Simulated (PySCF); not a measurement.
What binds InI: the parts of the energy along the bond

State: ¹Σ⁺, singlet, closed shell. RHF-based CCSD(T) in PySCF 2.14 with In cc-pwCVDZ-PP with ECP28, I aug-cc-pVDZ-PP with ECP28 and In cc-pwCVTZ-PP with ECP28, I aug-cc-pVTZ-PP with ECP28 (frozen core orbitals: 13; scalar-relativistic core potentials). Correlation energies are extrapolated as n⁻³ (n = 2, 3), Hartree–Fock as (n+1)·exp(−9√n). All energies in eV from In + I.

```
 R (Å)  HF/CBS  CCSD corr.      (T)   total
2.4577  -2.003      -0.971  -0.1377  -3.111
2.5694  -2.368      -0.930  -0.1370  -3.434
2.6811  -2.553      -0.894  -0.1366  -3.583
2.7929  -2.616      -0.862  -0.1361  -3.613
2.9046  -2.594      -0.833  -0.1356  -3.562
3.0442  -2.491      -0.800  -0.1347  -3.426
3.1839  -2.335      -0.772  -0.1336  -3.241
```

A fit to the total gives Re = 2.7715 Å, De = 3.615 eV, ωe = 176.5 cm⁻¹, Be = 0.03639 cm⁻¹ (masses 114.9039 and 126.9045 u).

Q: At R = 2.7929 Å the CCSD correlation energy is -0.401840 hartree in the smaller basis and -0.606125 in the larger. Extrapolate it.

A: (3³·E3 − 2³·E2)/(3³ − 2³) = -0.69214 hartree; the larger basis holds 87.6 % of it.

The T1 diagnostic is 0.016. The open-shell atoms are computed with UHF. Spin–orbit coupling, excitations beyond (T) and corrections to the Born–Oppenheimer picture are left out, and spin–orbit coupling matters for open p, d or f shells this heavy.
